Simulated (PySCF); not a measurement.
Computed IR spectrum (relative IR intensity) of a molecule C2H8BNO. Geometry optimised at PBE-D3(BJ)/def2-SVP. Other conformers were not sampled. These are PySCF with PBE-D3(BJ)/def2-SVP values and carry that method's errors. No scaling factor is applied to the harmonic values.

Lines under 2 % of the strongest are left out, and lines within 2 cm⁻¹ are merged.

ν (cm⁻¹): 115 (vw), 238 (vw), 274 (vw), 538 (m), 804 (w), 847 (vw), 984 (m), 1044 (vw), 1046 (w), 1126 (m), 1223 (w), 1278 (m), 1398 (m), 1409 (w), 1420 (m), 1429 (w), 1515 (vs), 2548 (s), 2914 (m), 2921 (m), 2968 (m), 2978 (vw), 3037 (w), 3082 (vw), 3716 (w) (against the strongest line: vs over 80 %, s over 45 %, m over 15 %, w over 4 %, vw less)

Q: Which molecule gave these data?
A) CNB(C)O
B) CCOBN
C) CNBOC
D) CN(C)BO

A: D, CN(C)BO
